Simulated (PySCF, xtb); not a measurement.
Ge(H)(F)(NH2)2 (FGeH5N2), SMILES [F][GeH]([NH2])[NH2]. One conformer was computed; it need not be the lowest.

Harmonic wavenumbers (cm⁻¹) from GFN2-xTB (xtb) at its own minimum, in rising order: 157, 176, 190, 212, 229, 450, 505, 536, 609, 627, 660, 687, 768, 796, 1469, 1476, 1943, 3429, 3437, 3463, 3471.

Q: What does PySCF with PBE0-D3(BJ)/def2-SVP give at its own minimum? (Estimate from the structure and the level; the computed values follow.)

A: 139, 205, 222, 262, 326, 488, 493, 695, 700, 729, 745, 771, 887, 898, 1536, 1541, 2173, 3592, 3592, 3696, 3699. Paired by order, the mean absolute difference is 103 cm⁻¹ and the zero-point energies are 36.2 and 39.2 kcal/mol.
